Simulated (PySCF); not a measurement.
An excited-state job on `C[Se][Si@@H]1OC[SiH2]O1`.

Method: TDDFT wB97X-D/def2-SVPD, vertical, gas phase, core orbitals frozen in the response (PySCF 2.14.0, density-fitted response routines). Geometry: GFN2-xTB. A driver script takes a list of jobs; this job's settings line and coordinates (Å) are shown.

Command:
```bash
OMP_NUM_THREADS=1 python probes_run.py task.json out
```

Input:
```
{"job": {"kind": "uv", "xc": "wB97X-D", "basis": "def2-SVPD", "nstates": 8, "ntriplets": 3}, "charge": 0, "multiplicity": 1}
C      3.166299     0.641449    -0.383364
Se     2.103317    -0.620411     0.671782
Si     0.264747    -0.409436    -0.575249
O     -0.594033     0.927023    -0.254679
C     -1.983450     0.759642    -0.013935
Si    -2.292221    -1.126206     0.192258
O     -0.785244    -1.601673    -0.179484
H      3.160776     0.323905    -1.421812
H      4.181421     0.634603     0.003207
H      2.737298     1.634015    -0.289806
H      0.513779    -0.544318    -2.004125
H     -2.233032     1.357780     0.865026
H     -2.523031     1.185585    -0.864671
H     -3.172506    -1.643373    -0.843014
H     -2.548534    -1.510596     1.570297
```

What does the run print?

```
coarse grid: 60656 points
cycle   1  E = -3211.3044538606  dE =  2.029e-01  |g| = 9.448e-01  |ddm| = 5.496e+00
cycle   2  E = -3211.2376819863  dE =  6.677e-02  |g| = 1.155e+00  |ddm| = 2.704e+00
cycle   3  E = -3211.4821942045  dE = -2.445e-01  |g| = 5.949e-02  |ddm| = 1.279e+00
cycle   4  E = -3211.4830886740  dE = -8.945e-04  |g| = 2.706e-02  |ddm| = 1.828e-01
cycle   5  E = -3211.4832807930  dE = -1.921e-04  |g| = 1.020e-02  |ddm| = 7.253e-02
cycle   6  E = -3211.4833004593  dE = -1.967e-05  |g| = 2.975e-03  |ddm| = 1.793e-02
cycle   7  E = -3211.4833028789  dE = -2.420e-06  |g| = 9.647e-04  |ddm| = 6.645e-03
final grid: 124736 points
cycle   8  E = -3211.4827455129  dE = -1.629e-06  |g| = 9.749e-04  |ddm| = 1.327e-02
cycle   9  E = -3211.4827455143  dE = -1.426e-09  |g| = 1.067e-03  |ddm| = 2.812e-03
cycle  10  E = -3211.4827457097  dE = -1.954e-07  |g| = 1.263e-04  |ddm| = 1.260e-03
cycle  11  E = -3211.4827457141  dE = -4.492e-09  |g| = 5.490e-05  |ddm| = 3.188e-04
cycle  12  E = -3211.4827457152  dE = -1.097e-09  |g| = 1.155e-05  |ddm| = 1.493e-04
cycle  13  E = -3211.4827457154  dE = -1.210e-10  |g| = 4.560e-06  |ddm| = 4.632e-05
converged SCF energy = -3211.4827457154

Static polarisability (au): isotropic 102.540, principal 87.424 95.338 124.857

Singlet excitations
state   eV       nm        f      main configurations
  1   4.9647    249.7   0.00048   H->L 0.80, H->L+1 0.09
  2   6.1692    201.0   0.04149   H->L+1 0.44, H->L+2 0.22, H->L+3 0.17
  3   6.6208    187.3   0.00380   H-1->L 0.43, H->L+6 0.18, H->L+4 0.16
  4   6.8122    182.0   0.02712   H->L+3 0.29, H->L+4 0.25, H-1->L 0.12
  5   6.9932    177.3   0.04179   H-2->L+1 0.16, H-1->L 0.14, H->L+4 0.14
  6   7.0657    175.5   0.06592   H->L+3 0.22, H-1->L 0.16, H-2->L+1 0.12
  7   7.2264    171.6   0.01995   H-2->L+1 0.19, H->L+4 0.13, H-2->L 0.11
  8   7.3509    168.7   0.07143   H->L+6 0.27, H->L+4 0.20, H->L+2 0.20

Triplet excitations (Tamm-Dancoff, eV): 4.6237 5.7963 6.1077
```

The SCF starts on a coarse grid where the log names one; the energy can jump when the final grid takes over, and dE then counts from the start density on the new grid. H and L stand for HOMO and LUMO; the number after each pair is its weight.

How does the lowest singlet excitation compare with the HOMO–LUMO gap?

HOMO -8.48 eV and LUMO 1.29 eV give a gap of 9.77 eV; S1 at 4.96 eV lies 4.81 eV below it.

Which computed singlet has the largest oscillator strength, and what do all of them sum to?

State 8 at 7.35 eV (169 nm), f = 0.071; the 8 states sum to 0.272.

Main results: HOMO -8.48 eV, LUMO 1.29 eV; lowest singlet 4.96 eV; lowest triplet 4.62 eV (Tamm–Dancoff); mean polarisability 102.5 au.

 The wB97X-D/def2-SVPD calculation is non-relativistic and has no spin–orbit coupling, an omission that weighs most on selenium.

The run took 79 s wall on one thread of an Arm Neoverse V1, shared host, and the process peaked at 1.0 GiB of memory.

One conformer stands for the species.
Labels such as C1 count atoms from 1, the log's own numbers from 0.

Note: wB97X-D ran without an empirical dispersion term, which enters the total energy and its gradient alone.
